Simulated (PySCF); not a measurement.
Sn(Cl)2 anion (Cl2Sn), SMILES [Cl][Sn][Cl] (connectivity only; charge and spin as stated), charge -1, multiplicity 2.

Coordinates come from a PBE-D3(BJ)/def2-SVPD optimisation. The spin state was assumed, not searched. The isomer is the one that the SMILES or the coordinates give; other isomers of the formula were not compared. The def2 effective core potentials stand for the cores of Sn; spin–orbit coupling is left out.

Computed with r2SCAN/def2-TZVPD run with PySCF.

Gas-phase values at a fixed geometry. A positive occupied level means that this level leaves the electron formally unbound; only the finite basis holds it.

Computed frontier levels, dipole moment and polarisability:
* **α spin, highest occupied and lowest empty level**: 0.48 and 2.55 eV
* **β spin, highest occupied and lowest empty level**: -2.25 and 2.19 eV
* **dipole moment about the centre of nuclear charge**: 3.25 D
* **mean static polarisability**: 109.8 bohr³ (16.27 Å³)
* **polarisability, principal values**: 106.2, 106.2, 116.9 bohr³
* **⟨S²⟩**: 0.757 (pure state 0.75)
